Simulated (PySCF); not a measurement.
# Dipole moment and polarisability of 2,4-dimethylpentane

Compound: 2,4-dimethylpentane, C7H16.
Cartesian coordinates in Å at the GFN2-xTB level; atoms count from 1:
```
atom  x, y, z in Å
C1     1.929   -0.898    0.030
C2     1.061    0.082   -0.755
C3     1.933    1.210   -1.308
C4    -0.058    0.680    0.105
C5    -1.041   -0.323    0.719
C6    -2.071    0.428    1.562
C7    -1.755   -1.152   -0.346
H8     2.333   -0.419    0.919
H9     1.360   -1.772    0.337
H10    2.761   -1.238   -0.583
H11    0.614   -0.447   -1.603
H12    2.408    1.755   -0.495
H13    1.336    1.910   -1.889
H14    2.712    0.810   -1.953
H15    0.401    1.252    0.916
H16   -0.626    1.384   -0.509
H17   -0.492   -1.000    1.381
H18   -1.584    1.008    2.342
H19   -2.761   -0.268    2.034
H20   -2.648    1.108    0.938
H21   -2.506   -1.790    0.115
H22   -2.252   -0.501   -1.063
H23   -1.059   -1.789   -0.884
```

Level: PBE0/def2-SVPD (PySCF), static field, nuclei fixed, core orbitals frozen in the response. The polarisability tensor in these axes (au):

```
x   93.92  1.95 -6.70
y    1.95 83.38 -0.46
z   -6.70 -0.46 82.44
```

**Question.** Give the principal values, the mean and the anisotropy Δα = √{½[(α1 − α2)² + (α2 − α3)² + (α1 − α3)²]}.

**Answer.** Principal values 79.32, 83.14 and 97.28 au; mean 86.58 au = 12.83 Å³ = 14.28 × 10⁻⁴⁰ C²·m²/J; Δα = 16.39 au (19 % of the mean).

**Question.** What is the dipole moment?

**Answer.** 0.11 D at this geometry.

**Question.** In a dilute gas of rigid molecules at 350 K, how does the orientational term μ²/3kT compare with the electronic polarisability?

**Answer.** In Gaussian units μ²/3kT = 0.08 Å³ against 12.83 Å³, a ratio of 0.01; the Debye molar polarisation (4π/3)N_A(α + μ²/3kT) is 32.6 cm³/mol, leaving out the vibrational part.

**Question.** Along which axes do the principal values lie, and how far do the nuclei extend along each?

**Answer.** Largest value along (0.90, 0.14, -0.41), where the nuclei span 6.72 Å; middle along (-0.08, 0.98, 0.15), 3.29 Å; least along (0.43, -0.10, 0.90), 3.73 Å. The strongest response lies along the longest span, while the other two are in reverse order.

**Question.** Sum over states: ᾱ = Σ f/ω², ω in Eh. What share falls to these 6 lowest TDDFT singlets (eV, f)? 8.20, 0.0407; 8.40, 0.0336; 8.56, 0.0284; 8.78, 0.0008; 8.88, 0.0014; 8.90, 0.0048.

**Answer.** They add up to 1.15 au, 1.3 % of the 86.58 au; the largest single term is 0.45 au, from the state at 8.20 eV. Terms in order: 0.45, 0.35, 0.29, 0.01, 0.01, 0.04 au. Higher excitations give the rest. The strengths listed sum to 0.110.

**Question.** Give the eigenvalues of the traceless quadrupole moment Θ = ½Σq(3rr − r²1), origin at the centre of nuclear charge.

**Answer.** -0.77, -0.14, 0.91 D·Å. The values depend on the origin, since the dipole doesn't vanish. The electronic extent ⟨r²⟩ about the same centre is 1088 bohr², a root-mean-square distance of 2.29 Å for the 58 electrons.

**Question.** What depolarisation ratio follows for Rayleigh scattering of linearly polarised light, taking the static tensor?

**Answer.** ρ = 3Δα²/(45ᾱ² + 4Δα²) = 805.5/(337321 + 1073.9) = 0.00238.

Geometry: GFN2-xTB, one conformer, isolated molecule.
